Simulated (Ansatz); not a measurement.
Z-matrix (Å, degrees):
```
C
Si 1 1.862
H 1 1.093 2 110.9
H 1 1.094 2 110.2 3 -119.8
H 1 1.093 2 111.5 3 120.7
O 2 1.654 1 112.5 3 -58.3
H 2 1.492 1 109.2 3 179.0
H 2 1.484 1 110.7 3 58.6
H 6 0.958 2 117.7 1 -66.6
Zn 6 3.346 2 98.7 1 69.8
```

Charge 0, multiplicity 1. The bonds changed during the relaxation, so this is another structure than the one it started from.

**Question.** List the PBE0/def2-TZVPP orbital energies in eV (Ansatz 0.2.0). (An estimate is asked.)

**Answer.** The calculation gave: Occupied: -9457.93, -1802.78, -1151.36, -1013.68, -1013.68, -1013.68, -522.70, -277.80, -145.03, -132.08, -99.72, -99.68, -99.67, -87.84, -87.84, -87.83, -28.12, -19.73, -15.63, -13.10, -13.10, -13.10, -13.09, -13.09, -12.92, -11.74, -11.57, -10.52, -10.33, -9.03, -8.53, -6.23. Lowest empty: -0.36, -0.31, -0.22, 0.87, 1.28, 2.14, 2.45, 2.68.
